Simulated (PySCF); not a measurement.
C₂H₅Se (SMILES CC[Se]), doublet, at a GFN2-xTB geometry, atoms displaced at random by about 0.03 Å a coordinate. Base run: PySCF with R2SCAN/6-31G, gradient.

Here is a job for PySCF.
```python
from pyscf import gto, scf, dft

mol = gto.Mole()
mol.atom = '''
    C    -2.017029   -0.443958    0.136590
    C    -0.667810   -0.984545    0.195910
    Se    0.687679    0.356152   -0.116528
    H    -2.253738   -0.042426   -0.789065
    H    -2.794590   -1.225807    0.307600
    H    -2.198411    0.324183    0.936168
    H    -0.508514   -1.822606   -0.515947
    H    -0.450395   -1.433020    1.192296
'''
mol.basis = '6-31g'
mol.charge = 0
mol.spin = 1
mol.verbose = 3
mol.build()

mf = dft.UKS(mol)
mf.xc = 'r2scan'
mf.kernel()
g = mf.nuc_grad_method()
grad = g.kernel()
```

The coordinate followed is z of atom 1.

Variants of this job, named by their change:

```csv
change,dE/dx (Eh/bohr),net force (Eh/bohr)
base,-0.050460,0.000400
grid_response = on,-0.050307,0.000000
grids.level = 5; grid_response = off,-0.050312,0.000040
grids.level = 0; grid_response = on,-0.050657,0.000000
density fitting = on; auxbasis_response = off,-0.050600,0.000399
grids.level = 0; grid_response = off,-0.058000,0.020730
conv_tol = 1e-4,-0.050393,0.000393
conv_tol = 1e-6,-0.050382,0.000399
finite difference step (bohr) = 1e-5; conv_tol = 1e-11,-0.050308,-
finite difference step (bohr) = 1e-4; conv_tol = 1e-11,-0.050308,-
finite difference step (bohr) = 0.01; conv_tol = 1e-11,-0.050321,-
grids.level = 1; grid_response = on,-0.050270,0.000000
```

The net force is zero for an exact gradient.

Open shells are given as the SCF converged; they aren't shown to be the lowest states, and a large step between rows can be another state.
